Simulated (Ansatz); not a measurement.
A structure relaxed at PBE0-D4/def2-TZVP, charge 0, multiplicity 1:

Cartesian coordinates in Å:
```
C 0.591 -0.456 -0.211
C -0.464 0.154 0.294
I -1.121 2.025 -0.327
H 1.200 -0.022 -0.995
H 0.875 -1.434 0.164
H -1.081 -0.268 1.077
```

Problem. Give its formula and SMILES.

Solution. C2H3I, `C=CI`.

Problem. Point group (tolerance 0.08 Å, 0.16 Å for H)?

Solution. Cs.

Problem. Summarise the bond lengths by kind.

Solution. 1 × C–C 1.320 Å; 3 × C–H 1.082 to 1.086 Å; 1 × C–I 2.078 Å.

Computed with Ansatz.
